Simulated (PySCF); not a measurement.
## Radial density of Bi²⁺ (bismuth, charge +2)

PW91, [Xe] 4f14 5d10 6s2 6p1, 2P determinant. Computed with PySCF 2.14 in def2-QZVPPD with the def2 core potential (60 electrons) (8s6p5d4f1g, 88 functions), with scalar relativity through the core potential. This is the valence pseudo-density: the core potential removes the inner electrons and smooths the orbitals near the nucleus.

```csv
r (bohr),4πr²ρ (e/bohr),4πr²(ρα − ρβ)
0.00845,1.914e-05,0.0000
0.0142,4.125e-05,0.0000
0.0239,7.789e-05,0.0000
0.0402,0.0001191,0.0000
0.0676,0.0001855,0.0000
0.114,0.0006837,0.0000
0.191,0.007820,0.0000
0.322,0.2229,0.0016
0.541,6.472,0.0456
0.911,21.80,0.0322
1.53,8.171,0.1881
2.58,1.580,0.4941
4.33,0.09838,0.0708
7.29,0.0003915,0.0004
```

Energies and moments cover only the electrons outside the core potential. Spin-orbit coupling, absent here, splits the open shell strongly.
